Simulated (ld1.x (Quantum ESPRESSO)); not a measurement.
What the settings do to the ultrasoft potential of Br

Base potential:

```json
{
  "Element": "bromine",
  "Generator": "ld1.x (Quantum ESPRESSO) 7.5",
  "Type": "ultrasoft",
  "Functional": "LDA (PZ)",
  "Relativity": "scalar-relativistic",
  "Frozen core": "[Ar]",
  "Valence charge": "17",
  "Reference configuration": "3d10 4s2 4p5",
  "Partial waves": "4s (bound): rcut 1.25, rcutus 1.65 bohr; 4s channel at -0.15 Ry: rcut 1.25, rcutus 1.65 bohr; 4p (bound): rcut 1.70, rcutus 2.10 bohr; 4p channel at 3.8 Ry: rcut 1.70, rcutus 2.10 bohr; 3d (bound): rcut 0.70, rcutus 0.90 bohr; 3d channel at -3.95 Ry: rcut 0.70, rcutus 0.90 bohr",
  "Local potential": "all-electron potential smoothed inside 2.00 bohr (lloc = -1)",
  "Core correction": "Bessel-smoothed model core, default radius (core density twice the valence density)",
  "Augmentation charge": "PSQ, inside the norm-conserving radii"
}
```

Cutoffs, loose and tight: the cutoffs (Ry, on a coarse ladder) from which the occupation-weighted sum of valence levels, in a spherical-Bessel basis at the reference potential, stays within 10 and 1 mRy of its value at 400 Ry. They do not see the model core or the augmentation charge, which bear on the density cutoff. Test errors are all-electron minus pseudo excitation energies from the reference, over the configurations 3d10 4s2 4p4; 3d10 4s2 4p3; 3d10 4s2 4p2; 3d10 4s2 4p5.3; 3d9 4s2 4p6; 3d10 4s1 4p5; 3d10 4s1 4p6 (two spin-polarised tests are not counted in the largest error). A dash means not determined; rows that change the core or the reference have their own tests.

The default core radius of the base comes out at 0.25 bohr.

```csv
change,outcome,"cutoff, loose","cutoff, tight",bound ghosts,largest test error (meV)
base,generated,200 Ry,over 300 Ry,none,-1062
core correction none,generated,200 Ry,over 300 Ry,none,-955
core correction Bessel-smoothed model core inside 0.34 bohr,generated,200 Ry,over 300 Ry,none,-1059
core correction Bessel-smoothed model core inside 0.44 bohr,generated,200 Ry,over 300 Ry,none,-1053
core correction Bessel-smoothed model core inside 0.54 bohr,generated,200 Ry,over 300 Ry,none,-1058
core correction Bessel-smoothed model core inside 0.62 bohr,generated,200 Ry,over 300 Ry,none,-1061
core correction Bessel-smoothed model core inside 0.72 bohr,generated,200 Ry,over 300 Ry,none,-1061
core correction Bessel-smoothed model core inside 0.78 bohr,generated,200 Ry,over 300 Ry,none,-1059
core correction Bessel-smoothed model core inside 0.88 bohr,generated,200 Ry,over 300 Ry,none,-1050
core correction Bessel-smoothed model core inside 1.00 bohr,generated,200 Ry,over 300 Ry,none,-1034
core correction Bessel-smoothed model core inside 1.10 bohr,generated,200 Ry,over 300 Ry,none,-1016
```
